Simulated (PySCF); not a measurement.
Structure problem from calculated spectra and properties.

Formula: C4H15BN2O2Si.

| Quantity | Value |
| --- | --- |
| 1H NMR | chemical shifts (computed TMS as zero) by class: 5.93 (2 H), 4.04 (2 H), 2.38 (3 H), 2.29 (6 H), 1.82 (2 H) ppm [GIAO HF/pcSseg-1] |
| Valence photoelectron | vertical ionisation energy: 8.21 eV [ΔSCF CAM-B3LYP/def2-SVPD] |
| UV, first state | lowest singlet excitation: 5.77 eV (215 nm, f = 0.008) [TDDFT CAM-B3LYP/def2-SVPD] |
| 13C NMR | chemical shifts (computed TMS as zero) by class: 37.6 (1 C), 36.6 (1 C), 35.0 (2 C) ppm [GIAO HF/pcSseg-1] |
| Rotational structure | rotational constants A, B, C: 1.458, 0.811, 0.649 GHz [PBE0-D3(BJ)/def2-SVP] |
| UV, strongest line | among the 10 lowest singlet transitions: S4 at 6.59 eV (188 nm, f = 0.060) [TDDFT CAM-B3LYP/def2-SVPD] |
| NMR, other nuclei | isotropic shieldings of nuclei other than C and H, by class: 82 (1 B), 246 (1 N), 254 (1 N), 225 (2 O), 409 (1 Si) ppm [GIAO HF/pcSseg-1] |
| Triplet | lowest triplet excitation (Tamm–Dancoff): 5.64 eV [TDA CAM-B3LYP/def2-SVPD] |
| Polarisability | 111.8 au [CAM-B3LYP/def2-SVPD] |

The electronic properties come from PySCF, for the isolated species, density fitting. Levels stand in brackets. Isolated species at its PBE0-D3(BJ)/def2-SVP geometry (one conformer only). Each NMR value is the plain mean over a class of atoms that symmetry, rotation or inversion makes alike.

Question: Propose a structure and show how it fits.

Answer: Numbering: `[CH3:1][N:2]([CH3:3])[SiH2:4][N:5]([CH3:6])[CH2:7][B:8]([OH:9])[OH:10]`. 4 carbons fall into 3 classes; from least to most shielded: sp3 carbon bound to nitrogen [C7] (37.6 ppm), N-methyl carbon [C6] (36.6 ppm), N-methyl carbon [C1/C3] (35.0 ppm, 2 C). Hydrogen classes from least to most shielded: 2 H on 2 boron-bound oxygens, O9/O10 (5.93 ppm, a mean of values up to 5.6 ppm apart in this geometry), 2 H on an SiH2 silicon, Si4 (4.04 ppm), 3 H on an N-methyl carbon, C6 (2.38 ppm), 6 H on 2 N-methyl carbons, C1/C3 (2.29 ppm), 2 H on an sp3 carbon bound to nitrogen, C7 (1.82 ppm, a mean of values up to 0.7 ppm apart in this geometry). The other shieldings belong to: 82 ppm, three-coordinate boron [B8]; 246 ppm, silicon-bound nitrogen [N2]; 254 ppm, silicon-bound nitrogen [N5]; 225 ppm, boron-bound oxygen [O9/O10]; 409 ppm, SiH2 silicon [Si4]. The first electron is taken from the HOMO, whose largest Löwdin shares are 0.46 on a silicon-bound nitrogen, 0.10 on the sp3 carbon bound to nitrogen, 0.08 on a silicon-bound nitrogen and 0.08 on an N-methyl carbon. The optimised geometry has point group C1 and is an asymmetric top. Structure: `CN(C)[SiH2]N(C)CB(O)O`. The assignments are read from this structure; whether some other isomer fits the data as well wasn't checked.
